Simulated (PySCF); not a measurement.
Gas-phase reaction: GeH4 + CH3 ⇌ CH3GeH3 + H

Computed with PySCF (xtb for GFN2) and rigid-rotor harmonic-oscillator thermochemistry at 1 bar. † marks an energy on the PBE0/def2-TZVP geometry and frequencies; other levels use their own. Open shells (unrestricted): CH3 (multiplicity 2), H (multiplicity 2); the rest are closed-shell singlets. GFN2 has no spin-polarisation term. Ge: all electrons, no relativistic terms.

M06-2X/def2-TZVP† gives ΔH°(298 K) = 16 kJ.

### Question
What do GFN2-xTB, PBE/def2-SVP, PBE/def2-TZVP† give?

### Answer
GFN2-xTB: 25 kJ; PBE/def2-SVP: 13 kJ; PBE/def2-TZVP†: 19 kJ. For scale, ΔH°(298 K) is 16 kJ at this level, 23 kJ at ωB97M-V/def2-TZVP†, and runs from -2 to 51 kJ over the 20 levels computed.
